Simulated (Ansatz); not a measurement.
`O[Si]1([SeH])CO1`, charge 0, multiplicity 1.

Problem. Give a relaxed structure at PBE0-D4/def2-TZVP (the Gaussian-basis code of Ansatz). (Estimate.)

Solution. Ansatz gave: 
Z-matrix (Å, degrees):
```
Si
Se 1 2.240
C 1 1.797 2 126.4
O 1 1.626 2 103.7 3 158.6
O 1 1.639 2 121.2 3 -63.3
H 2 1.469 1 90.7 3 21.7
H 3 1.089 1 123.0 2 158.9
H 3 1.088 1 123.0 2 -6.6
H 4 0.960 1 117.5 2 169.1
```
This is one stationary point; other conformers may exist.
